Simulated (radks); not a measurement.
Results of a calculation; reference values are marked as such.
Spherical jellium clusters: N electrons in a uniform positive sphere of charge N and radius rs N^(1/3), rs = 5.58 bohr. Level of theory: non-relativistic Kohn-Sham, PBEsol, spin-polarised, spherical densities (a radial shooting solver with Libxc functionals). Levels are named by radial order and angular momentum (1s, 1p, 1d, 2s, ...), and open shells are averaged over m.

N = 3, configuration 1s2 1p(up 1, down 0). This is the lowest configuration that the search found. Occupied levels:

| level | occupation | eigenvalue (eV) | <r> (bohr) |
|---|---|---|---|
| 1s up | 1 | -2.8960 | 5.850 |
| 1s down | 1 | -2.6602 | 5.534 |
| 1p up | 1 | -1.8677 | 7.266 |

Energy (eV): total -4.51573, kinetic 3.1475, external -35.775, Hartree 17.694, exchange-correlation -7.8415, background 18.259.

Electron density:

| r (bohr) | n(r) (e/bohr^3) |
|---|---|
| 0.602 | 0.002231 |
| 1.27 | 0.002212 |
| 1.94 | 0.002174 |
| 2.61 | 0.002106 |
| 3.28 | 0.001998 |
| 3.95 | 0.001844 |
| 4.62 | 0.001643 |
| 5.29 | 0.001401 |
| 5.96 | 0.001138 |
| 6.63 | 0.0008747 |
| 7.30 | 0.0006338 |
| 7.97 | 0.0004322 |
| 8.64 | 0.0002779 |
| 9.31 | 0.0001704 |
| 9.98 | 0.0001012 |
| 10.7 | 0.00005925 |
| 11.3 | 0.00003422 |
| 12.0 | 0.00001967 |
| 12.7 | 0.00001117 |
| 13.3 | 6.379e-06 |
